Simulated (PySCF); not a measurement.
# How methods differ on the ionisation energy of Ho(53+)

Ho(53+) [Ne] 3s2 3p2 (3P) → Ho(54+) [Ne] 3s2 3p1 (2P), as a difference of total energies. All numbers are calculated (PySCF 2.14, the spin-free X2C one-electron Hamiltonian (Gaussian nucleus), in an uncontracted even-tempered set (17 s from 13 bohr⁻², ratio 2.5; 12 p from 17 bohr⁻², ratio 2.5; 4 d from 65 bohr⁻², ratio 2.7; 4 f from 97 bohr⁻², ratio 2.7)). Correlated levels: outer shells: 1s2 frozen; virtual orbitals above 40 to 60 times the deepest correlated orbital energy dropped. The calculations carry no spin-orbit coupling.

```tsv
method	ionisation energy (eV)
UHF	4996.2
MP2 (outer shells)	4996.8
SCS-MP2 (outer shells)	4996.5
CCSD (outer shells)	4996.7
CCSD(T) (outer shells)	4996.7
```

Spin-orbit coupling is strong in these open shells (close to jj coupling). The scalar numbers leave it out and a first-order estimate fails, so it can dominate the gap to the real levels.

Breit and QED terms and the two-electron picture change are absent.

For comparison: 5135 ± 5 eV (theoretical estimate listed by NIST; NIST Atomic Spectra Database, ionization energies).
